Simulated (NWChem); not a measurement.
The numbers come from NWChem runs, not from measurements. System: CH3Li, charge 0, spin multiplicity 1, at a geometry optimised with PBE0/def2-SVP. The structure started from a generated list of species. Level: CCSDT/3-21G, 1 core orbitals frozen.

Part of the output:

```
             Northwest Computational Chemistry Package (NWChem) 7.3.0
             --------------------------------------------------------

                                NWChem Input Module
                                -------------------

 Scaling coordinates for geometry "geometry" by  1.889725989
 (inverse scale =  0.529177249)

 Turning off AUTOSYM since
 SYMMETRY directive was detected!

                             Geometry "geometry" -> ""
                             -------------------------

 Output coordinates in angstroms (scale by  1.889725989 to convert to a.u.)

  No.       Tag          Charge          X              Y              Z
 ---- ---------------- ---------- -------------- -------------- --------------
    1 Li                   3.0000     0.92872300    -1.29073900     0.00000000
    2 C                    6.0000    -0.22310600     0.31007500     0.00000000
    3 H                    1.0000    -0.89485700     0.37388600     0.87987900
    4 H                    1.0000    -0.89485700     0.37388600    -0.87987900
    5 H                    1.0000     0.34218000     1.26399400     0.00000000

 Effective nuclear repulsion energy (a.u.)      16.1392696152

            Nuclear Dipole moment (a.u.)
            ----------------------------
        X                 Y               Z
 ---------------- ---------------- ----------------
    -0.0000018897    -0.0000018897     0.0000000000

      Symmetry information
      --------------------

 Group name             Cs
 Group number              2
 Group order               2
 No. of unique centers     4

      Symmetry unique atoms

     1    2    3    5


 Summary of "ao basis" -> "" (spherical)
 ------------------------------------------------------------------------------
       Tag                 Description            Shells   Functions and Types
 ---------------- ------------------------------  ------  ---------------------
 *                           3-21g                    on all atoms

 Summary of "ao basis" -> "ao basis" (spherical)
 ------------------------------------------------------------------------------
       Tag                 Description            Shells   Functions and Types
 ---------------- ------------------------------  ------  ---------------------
 Li                          3-21g                   5        9   3s2p
 C                           3-21g                   5        9   3s2p
 H                           3-21g                   2        2   2s
[...]
                   NWChem Extensible Many-Electron Theory Module
                   ---------------------------------------------


            General Information
            -------------------
      Number of processors :     1
         Wavefunction type : Restricted Hartree-Fock
          No. of electrons :    12
           Alpha electrons :     6
            Beta electrons :     6
           No. of orbitals :    48
            Alpha orbitals :    24
             Beta orbitals :    24
        Alpha frozen cores :     1
         Beta frozen cores :     1
     Alpha frozen virtuals :     0
      Beta frozen virtuals :     0
         Spin multiplicity : singlet
    Number of AO functions :    24
       Number of AO shells :    16
        Use of symmetry is : on
      Symmetry adaption is : on
         Schwarz screening : 0.10D-09

          Correlation Information
          -----------------------
          Calculation type : Coupled-cluster singles, doubles, & triples
   Perturbative correction : none
            Max iterations :      100
        Residual threshold : 0.10D-05
     T(0) DIIS level shift : 0.00D+00
     L(0) DIIS level shift : 0.00D+00
     T(1) DIIS level shift : 0.00D+00
     L(1) DIIS level shift : 0.00D+00
     T(R) DIIS level shift : 0.00D+00
     T(I) DIIS level shift : 0.00D+00
   CC-T/L Amplitude update :  5-th order DIIS
                I/O scheme : Global Array Library
        L-threshold :  0.10D-05
        EOM-threshold :  0.10D-05
 no EOMCCSD initial starts read in
 TCE RESTART OPTIONS
 SLICE:      F
 D4D5:       F
 quantumc:   F
 qrotation:  F
 pwtce:      F
 qducc:      F
 nacto:                         0
 nrotv:                         0
 nrot:                          0

            Memory Information
            ------------------
          Available GA space size is     249036224 doubles
          Available MA space size is     104856132 doubles

 Maximum block size supplied by input
 Maximum block size        24 doubles

 tile_dim =     13

 -------------------------------------------------
   1    alpha     a'     4 doubles       0       1
   2    alpha     a"     1 doubles       4       2
   3    beta      a'     4 doubles       5       1
   4    beta      a"     1 doubles       9       2
   5    alpha     a'    13 doubles      10       5
   6    alpha     a"     5 doubles      23       6
   7    beta      a'    13 doubles      28       5
   8    beta      a"     5 doubles      41       6

 Global array virtual files algorithm will be used

 Parallel file system coherency ......... OK

 4-electron integrals stored in orbital form

 v2    file size   =            59605
 4-index algorithm nr.  13 is used
 imaxsize =       30
 imaxsize ichop =        0
 IN MAPPING 1 for UCC(4),CCSDT,CCSDTQ


 CCSDT iterations
 --------------------------------------------------------
 Iter          Residuum       Correlation     Cpu    Wall
 --------------------------------------------------------
    1   0.2266378940503  -0.1016192995300     0.3     0.3
    2   0.0490578297533  -0.1120124606893     0.3     0.3
    3   0.0269049303746  -0.1182180082225     0.3     0.3
    4   0.0115172634865  -0.1198175032542     0.3     0.3
    5   0.0083904311709  -0.1207321651015     0.3     0.3
    6   0.0039504625767  -0.1213381854972     0.3     0.3
    7   0.0029308381647  -0.1214956425194     0.3     0.3
    8   0.0019160266345  -0.1215198526782     0.3     0.3
    9   0.0014933787405  -0.1215580232487     0.3     0.3
   10   0.0010983612969  -0.1215834644343     0.3     0.3
   11   0.0002106802295  -0.1216580298089     0.4     0.4
   12   0.0000880353904  -0.1216694537693     0.4     0.4
   13   0.0000560529857  -0.1216725073456     0.4     0.4
   14   0.0000275476378  -0.1216733757287     0.4     0.4
   15   0.0000225872165  -0.1216739706701     0.4     0.4
   16   0.0000060248408  -0.1216742854905     0.4     0.4
   17   0.0000039193463  -0.1216743488907     0.5     0.5
   18   0.0000024239617  -0.1216743427887     0.5     0.5
   19   0.0000018888047  -0.1216743693735     0.5     0.5
   20   0.0000013008481  -0.1216743885605     0.5     0.5
   21   0.0000003781461  -0.1216744576340     0.4     0.4
 --------------------------------------------------------
 Iterations converged
 CCSDT correlation energy / hartree =        -0.121674457633958
 CCSDT total energy / hartree       =       -46.873505388544558

 Singles contributions

 Doubles contributions

 Task  times  cpu:        8.1s     wall:        8.1s

 Total times  cpu:        8.1s     wall:        8.1s
```

Write an NWChem input that would produce this output.

Several could match; the one computed here: 
```
start mol
memory heap 100 mb stack 700 mb global 1900 mb
geometry units angstroms nocenter noautoz
  Li     0.928723    -1.290739     0.000000
  C     -0.223106     0.310075     0.000000
  H     -0.894857     0.373886     0.879879
  H     -0.894857     0.373886    -0.879879
  H      0.342180     1.263994     0.000000
  symmetry group Cs
end
basis spherical
  * library 3-21g
end
scf
  rhf
  nopen 0
  maxiter 100
  thresh 1e-7
  semidirect memsize 60000000 filesize 0
end
tce
  freeze core 1
  ccsdt
  2eorb
  2emet 13
  thresh 1e-6
  maxiter 100
  tilesize 24
end
task tce energy
```
